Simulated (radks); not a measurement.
Values are calculated unless marked as measured or tabulated.
Question: Radial electron density D(r) = 4 pi r^2 rho(r) of an atom or ion with 58 electrons. Code: a radial shooting solver on a logarithmic mesh with Libxc functionals. Model: Dirac Kohn-Sham, SOGGA, spin-unpolarised, spherical densities, finite nucleus; Fermi nuclear charge, rms radius of each element as measured or else 0.836 A^(1/3) + 0.57 fm.

r (bohr),D(r) (e/bohr)
0.0047,30.09
0.006421,43.40
0.008702,57.93
0.01189,71.05
0.01611,77.50
0.02201,75.09
0.02983,68.90
0.04075,71.37
0.05523,87.60
0.07485,99.87
0.1023,87.75
0.1386,73.37
0.1893,83.54
0.2566,77.95
0.3506,41.29
0.4751,32.19
0.6491,35.36
0.8797,20.04
1.192,10.06
1.629,7.195
2.207,3.518
3.016,1.349
4.087,0.7774
5.583,0.3365
7.567,0.06952
10.34,0.005392
14.01,0.0001360

What is the nuclear charge?

Answer: Z = 58. The innermost maximum, from 1s, lies near gamma/Z bohr with gamma = sqrt(1 - (Z/c)^2) = 0.906, here 0.0156 bohr (found: 0.0172), and its height grows with Z. The density is that of neutral cerium in [Xe] 4f1 5d1 6s2; the configuration itself is not fixed sharply by these data, and Z only to a few units. D(r) has 4 maxima, at r = 0.0172, 0.0761, 0.213, 0.594 bohr, and minima at 0.0334, 0.141, 0.435 bohr, inside which lie 2.02, 11.19, 29.02 electrons.
